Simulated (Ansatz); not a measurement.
This geometry of GaH$_{7}$OSi (10 atoms, charge 0, multiplicity 1) is a first-order saddle point.

Computed with RKS B3LYP-D4/def2-SVP (Ansatz).

```xyz
10
Properties=species:S:1:pos:R:3
Ga 0.005 0.019 -0.080
H 0.053 -0.225 1.724
H 1.406 0.506 -0.558
H -1.434 0.465 -0.492
O 0.053 -1.933 0.340
Si -0.682 -3.391 -0.024
H 0.252 -4.516 0.263
H -1.921 -3.571 0.789
H -1.043 -3.401 -1.472
H 0.042 -1.176 1.363
```

Task: Which two structures does it join? (They come from a converged band through this point; their orientation in space is the band's.)

Result: Bonds broken: Ga1–H2, O5–H10. Bonds formed: H2–H10. GaH7OSi becomes GaH5OSi + H2.

Image 0:

```xyz
10
Properties=species:S:1:pos:R:3
Ga -0.123 0.112 0.121
H 0.001 0.656 1.603
H 1.084 0.306 -0.875
H -1.573 -0.118 -0.479
O 0.183 -1.977 0.673
Si -0.664 -3.276 -0.051
H 0.019 -4.534 0.358
H -2.077 -3.291 0.410
H -0.560 -3.042 -1.508
H 0.440 -2.059 1.602
```

Image 6:

```xyz
10
Properties=species:S:1:pos:R:3
Ga 0.264 -0.323 -0.467
H -0.544 0.216 2.113
H 1.640 0.374 -0.233
H -1.094 0.277 -0.965
O 0.295 -2.097 -0.177
Si -0.644 -3.458 -0.141
H 0.151 -4.632 -0.604
H -1.114 -3.728 1.254
H -1.848 -3.324 -1.019
H -0.375 -0.528 2.093
```

Task: How far does it lie above each of them?

Result: 19.7 kcal/mol above the first and 21.6 kcal/mol above the second. This is the barrier of this one path; another mechanism may lie lower. The orbitals stay closed-shell, which can raise the energy where a bond breaks towards radicals; this wasn't checked here.

The run took 2.5 min on 2 threads of Arm Neoverse V2, on a shared host, peak memory 0.21 GiB.
